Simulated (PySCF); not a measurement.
# One molecule, several mistakes: AlB3H6

All numbers below are calculated, not measured. The program is PySCF 2.14.0, an open-source quantum chemistry code, run on an isolated molecule that a program drew, which may never have been made. The molecule is AlB3H6 (charge 0, singlet), drawn as the SMILES string `B[B](B)[AlH2]`.

Each row is a Hartree-Fock (HF) and frozen-core CCSD(T) single point in the cc-pV(D+d)Z basis, meant for a local HF minimum. Run 1 is clean. Each other run has one planted mistake out of seven kinds, and not every kind appears here: one electron removed, one electron added, multiplicity raised by two, geometry at a saddle point, minimal basis STO-3G, one bond length entered in bohr, all coordinates scaled. The reference is restricted for singlets and unrestricted otherwise, and also for a bond in bohr. Adding or removing an electron swaps singlet and doublet. Electrons count all cores. HOMO and LUMO are orbital energies over both spins, the gradient is its largest component, and the lowest frequency (negative if imaginary) is given only where the gradient is small. Bond lengths are over the 9 bonds as drawn. T1 is the CCSD diagnostic: over 0.02 (restricted) or 0.045 (unrestricted) a single reference is doubtful.

Geometry of the clean run:
```xyz
10
AlB3H6, angstrom
B    -1.3921   -1.2525    1.6167
B    -0.3917   -0.1671    0.8874
B     0.2652   -0.2185   -0.6213
Al    0.1307    1.5538    2.0688
H    -2.5881   -1.1475    1.5364
H    -0.9529   -2.1540    2.2818
H     1.3400   -0.7240   -0.8142
H    -0.2940    0.2834   -1.5611
H     1.4137    1.5188    2.9940
H    -0.7664    2.8558    2.0131
```

```
run  electrons  basis functions  <S^2>  HOMO (eV)  LUMO (eV)  gradient (hartree/bohr)  lowest frequency (cm^-1)  mean bond (Å)  longest bond (Å)      T1  HF (hartree)  CCSD(T) (hartree)                     mistake
  1         34               95  0.000      -9.91       0.68                  3.1e-05                       130         1.4913             2.152  0.0192    -319.38475         -319.76893                    no fault
  2         34               30  0.000      -7.46       6.98                  3.7e-02                         -         1.4913             2.152  0.0157    -315.54062         -315.72670        minimal basis STO-3G
  3         34               95  0.000     -10.05       0.75                  1.9e-02                         -         1.4466             2.087  0.0193    -319.37827         -319.76243      all coordinates scaled
  4         34               95  2.034      -6.77      -1.18                  2.9e-02                         -         1.4913             2.152  0.0199    -319.27362         -319.64411  multiplicity raised by two
  5         35               95  0.770      -0.21       6.19                  2.4e-02                         -         1.4913             2.152  0.0292    -319.37530         -319.78352                           ?
```

**Which mistake was planted in run 5, and what did it cost?**

It counts 35 electrons, one more than the clean run, at the same geometry and basis. So the mistake is: one electron added. Subtracting run 1 and multiplying by 627.51 kcal/mol a hartree, the energy moved by 5.9 kcal/mol in HF and -9.2 kcal/mol in CCSD(T).

